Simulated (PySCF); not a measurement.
Ta(NH)(OMe)3, C3H10NO3Ta (singlet state).
Bonds: Ta1–N2, Ta1–O4, Ta1–O9, Ta1–O14, O4–C5, O9–C10, O14–C15. Hydrogens: H3 on N2; H6, H7, H8 on C5; H11, H12, H13 on C10; H16, H17, H18 on C15.

Theory: PBE0-D3(BJ)/def2-SVP geometry optimisation, gas phase, def2 core potentials past Kr (PySCF 2.14.0).

**Question.** How far are the bound atoms from Ta1?

**Answer.** 4 atoms: N2 1.775 Å, O14 1.903 Å, O9 1.905 Å, O4 1.905 Å. The nearest atom not counted as bound is H3, at 2.79 Å.

**Question.** List the angles at Ta1.

**Answer.** 
```csv
angle,degrees,distance of the outer atoms (Å)
O4–Ta1–O9,110.5,3.13
O4–Ta1–O14,110.4,3.13
O9–Ta1–O14,110.2,3.12
N2–Ta1–O14,108.8,2.99
N2–Ta1–O9,108.5,2.99
N2–Ta1–O4,108.5,2.99
```

**Question.** What is the shape at Ta1?

**Answer.** Tetrahedral: angles from 108.5° to 110.5°; τ4 = (360° − α − β)/141° = 0.99 with α and β the two widest (0 for a square, 1 for a tetrahedron).

**Question.** What are the other bond lengths?

**Answer.** N2–H3 1.012 Å; O4–C5, O9–C10, O14–C15 1.389 Å; C5–H6 and 8 like bonds 1.104 Å.

**Question.** Give some angles away from the centre.

**Answer.** Ta1–O4–C5 146.8°.

Charge 0, singlet. Stationary, but not proved a minimum.
